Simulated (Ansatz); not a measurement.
Input file for Ansatz (a quantum-chemistry and plane-wave program): R-BLYP/def2-TZVPP on GeH7NSi (SMILES N[SiH2][GeH3]), a point of a torsion scan.

Ansatz 0.2 input:
```yaml
crystal:
  periodic: [false, false, false]
  atoms:
    - {symbol: N, position_ang: [1.64390021, 0.67626429, 0.32569917]}
    - {symbol: Si, position_ang: [0.62653576, -0.69348528, 0.10919369]}
    - {symbol: Ge, position_ang: [-1.54361174, 0.04839459, 0.52277729]}
    - {symbol: H, position_ang: [2.63936949, 0.57704281, 0.21254080]}
    - {symbol: H, position_ang: [1.34559448, 1.57211063, -0.02600640]}
    - {symbol: H, position_ang: [0.69652615, -1.31900333, -1.22353969]}
    - {symbol: H, position_ang: [1.08984034, -1.67604399, 1.08908091]}
    - {symbol: H, position_ang: [-1.69731895, 1.49896324, 0.88600185]}
    - {symbol: H, position_ang: [-2.27060624, -0.64964396, 1.63405667]}
    - {symbol: H, position_ang: [-2.50302299, -0.09641515, -0.62567977]}
basis:
  gaussian:
    orbitals: def2-TZVPP
hamiltonian:
  xc: {name: BLYP}
scf: {lower_state_search: off}
```

Output:

```
WARN ansatz: RAYON_NUM_THREADS=1 ignored (pool sized by the plan → 1); use --threads N
Functional definition: BLYP
these checks for a lower state are left out or cut short: stability, starts, cluster_reference, orbital_swaps, neighbouring_geometries, increment
integrals: 0.14 GiB planned
1214 factors; their error is unknown
mean field: 0.93 GiB planned
mean field evaluation 1: about -65990.8317 eV, gradient 7.8e1 eV
mean field evaluation 2: about -65941.1219 eV, gradient 1.4e2 eV
mean field evaluation 4: about -66001.7196 eV, gradient 7.2e0 eV
mean field evaluation 8: about -66001.8456 eV, gradient 2.5e-1 eV
mean field evaluation 16: about -66001.8163 eV, gradient 1.6e-4 eV
mean field -66001.81632828 eV, -2425.5220124263 hartree, gradient 3.0e-6 eV, S^2 0.000000; 0 other end points of the search recorded, 0 dependent functions left out
reference -66001.81669623 eV, -2425.5220259481 hartree; 30, 30 occupied and 189, 189 virtual orbitals, 1214 factors
Total energy: -66001.81669623 eV, -2425.5220259481 hartree
Checks for a lower state left out: stability, starts, cluster_reference, orbital_swaps, neighbouring_geometries, increment
```

Self-consistency was reached.

Cost: about 3 core-seconds (a rough figure).
